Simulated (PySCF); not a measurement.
# PrP: energy against distance

Set-up: basis Pr x2c-SVPall, P x2c-SVPall; spin-free X2C with a Gaussian nucleus; PySCF 2.14. Energies in eV from Pr (4f3 6s2) + P in their ground configurations at the same level. State: triplet, about 2.5 electrons in the 4f shell (Mulliken), real f orbitals that mix terms.

```csv
R (Å),BLYP,M06-L,PBE
2.001,-0.937,-1.502,-1.551
2.094,-1.854,-2.339,-2.423
2.187,-2.411,-2.812,-2.934
2.257,-2.653,-2.993,-3.139
2.327,-2.780,-3.072,-3.231
2.397,-2.824,-3.086,-3.239
2.490,-2.801,-3.020,-3.168
2.606,-2.681,-2.835,-2.996
2.746,-2.445,-2.522,-2.707
2.932,-2.052,-2.039,-2.260
```

Question: Put a parabola through the three lowest points of the PBE curve and estimate Re, k and ωe (reduced mass 25.39 u; 1 eV/Å² = 0.16022 mdyn/Å; ωe = 1302.8·√(k/μ) cm⁻¹).

Answer: Through R = 2.327, 2.397, 2.49 Å the second-order coefficient is 5.38 eV/Å², so Re ≈ 2.373 Å, k ≈ 1.73 mdyn/Å and ωe ≈ 340 cm⁻¹. A polynomial fit of higher order to the unrounded PBE energies gives Re = 2.370 Å, k = 2.13 mdyn/Å, ωe = 377 cm⁻¹; anharmonicity and rounding make the difference.

The higher-order fit for each curve: PBE: Re = 2.370 Å, ωe = 377 cm⁻¹, De = 3.24 eV. BLYP gave no clean fit. M06-L gave no clean fit.

⟨S²⟩ of the unrestricted solution departs from its pure value on part of the curve, where spin states mix. These are scalar-relativistic numbers at best; spin–orbit coupling would shift them, the dissociation energy most. With d or f electrons several states lie close, and the lowest PBE0 determinant need not be the measured ground state.
